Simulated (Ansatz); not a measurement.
C₃H₇BSi (`C#CB[SiH2]C`), relaxed with RKS PBE-D4/def2-SVP in the Gaussian-basis code of Ansatz from a rough embedded geometry. The force threshold is 0.03 eV/Å; the program also tests the step.

Total charge 0; spin multiplicity 1.

Start:

```xyz
12

C     0.806    0.242   -2.778
C     1.020    0.286   -1.651
B     1.315    0.332   -0.162
Si   -0.024    0.503    1.144
C    -1.321   -0.847    0.973
H     0.539    0.222   -3.878
H     2.487    0.181    0.214
H     0.511    0.511    2.489
H    -0.719    1.864    0.874
H    -0.786   -1.789    1.141
H    -2.119   -0.678    1.699
H    -1.710   -0.827   -0.066
```

How much energy does the relaxation release, and in how many steps? (Best estimate.)

The calculation gave: 75.86 kJ/mol, in 20 steps, 1 of them rejected.

Which bonds change most? (Estimate.)

Computed: B3–Si4 from 1.878 to 2.024 Å; C1–C2 from 1.148 to 1.236 Å; Si4–H8 from 1.447 to 1.513 Å; C1–H6 from 1.133 to 1.083 Å.

Give the relaxed structure. (Best estimate.)

The calculation gave: 
```xyz
12

C     0.818   -0.233   -2.732
C     1.107    0.189   -1.606
B     1.385    0.687   -0.215
Si    0.032    0.422    1.268
C    -1.432   -0.683    0.794
H     0.587   -0.591   -3.727
H     2.429    1.275    0.012
H     0.733   -0.126    2.492
H    -0.462    1.802    1.655
H    -1.081   -1.707    0.549
H    -2.172   -0.757    1.616
H    -1.944   -0.279   -0.104
```
